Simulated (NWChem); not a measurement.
Species: GeHSCl, singlet; SMILES [SH][Ge][Cl]

```xyz
4

Ge     0.7507     0.0092     0.0000
Cl    -0.6913     1.6671     0.0000
S     -0.7770    -1.6269     0.0000
H      0.1616    -2.6024     0.0000
```
Atoms are numbered in this order, from 1.

Low-valent species are run as closed-shell singlets; no triplet was tried in these runs. All runs use the structure optimised with PBE0/def2-SVP.

Symmetry labels are those of Cs in the frame above (b1 and b2, or b-type labels, depend on it).

Problem. List the 4 lowest vertical singlet excitations from PBE/def2-SVP, full TDDFT (NWChem).

Solution. 
| state | energy (eV) | oscillator strength | symmetry | leading excitation (squared amplitude) |
|---|---|---|---|---|
| S1 | 3.45 | 0.010 | a" | HOMO → LUMO (0.97) |
| S2 | 4.27 | 0.047 | a' | HOMO−1 → LUMO (0.92) |
| S3 | 4.59 | 0.005 | a" | HOMO−2 → LUMO (0.97) |
| S4 | 5.32 | 0.013 | a' | HOMO−3 → LUMO (0.90) |
